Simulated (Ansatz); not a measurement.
Problem. Name a neutral molecule of Cl, Ga and H with LUMO energy (ωB97M-V/def2-TZVPP) between 0.70 and 1.00 eV and LUMO energy (B3LYP/def2-TZVPP) between -1.20 and -0.90 eV (Ansatz, PBE0-D4/def2-TZVP geometry).

Solution. `[Cl+]1[GaH2-][Cl+][GaH2-]1` (0.74 eV, -1.17 eV). Other molecules can fit too; these were computed, each in one conformer that needn't be the lowest.

B3LYP here is the variant with VWN-RPA as its local correlation; programs differ in this.
